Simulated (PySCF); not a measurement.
F2OV, neutral, multiplicity 2. Atoms are numbered in the order given.

```xyz
4

V     -0.1497     0.0399     0.0000
O      0.1463     1.5829     0.0000
F      0.1263    -0.7545    -1.5223
F      0.1263    -0.7545     1.5223
```
Charge 0, spin multiplicity 2.

Geometry optimised at PBE-D3(BJ)/def2-SVP. The multiplicity is an assumed one; other spin states were not compared. The isomer is the one that the SMILES or the coordinates give; other isomers of the formula were not compared.

Computed with PBE-D3(BJ)/def2-SVP (PySCF).

Frequencies are harmonic and unscaled.

Computed normal modes with their intensities:
| mode | ν (cm⁻¹) | IR (km/mol) | moving atoms (share of kinetic energy) |
|---|---|---|---|
| 1 | 111 | 34.2 | V 46 %, F 40 %, O 15 % |
| 2 | 207 | 8.1 | F 67 %, V 19 %, O 13 % |
| 3 | 281 | 3.6 | O 57 %, F 33 %, V 10 % |
| 4 | 694 | 53.1 | F 87 %, V 10 % |
| 5 | 804 | 150.6 | F 60 %, V 40 % |
| 6 | 1101 | 143.2 | O 74 %, V 26 % |
